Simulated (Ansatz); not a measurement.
Gas-phase reaction R1 → P1 + P2, each structure at its B3LYP-D3(BJ)/def2-TZVP stationary point, reached from a drawn start (curvature not checked).
R1: SiCl4 (SMILES Cl[Si](Cl)(Cl)Cl), charge 0, multiplicity 1.
P1: Cl3Si (SMILES Cl[Si](Cl)Cl), charge 0, multiplicity 2.
P2: Cl atom, charge 0, multiplicity 2.

P less R. No zero-point or thermal terms; singlets are restricted closed shells; open shells are unrestricted; no spin–orbit coupling.

Frozen-core correlation throughout.

Codes used: Ansatz (an electronic-structure program). Each number belongs to the level named beside it.

**Question.** Predict the reaction energy from PBE0/def2-TZVPP.

**Answer.** 446 kJ/mol

**Question.** What is the computed reaction energy (BLYP/def2-TZVPP)?

**Answer.** 412 kJ/mol

**Question.** Estimate the reaction energy that SCS-MP2/cc-pV(Q+d)Z returns for this input.

**Answer.** 474 kJ/mol
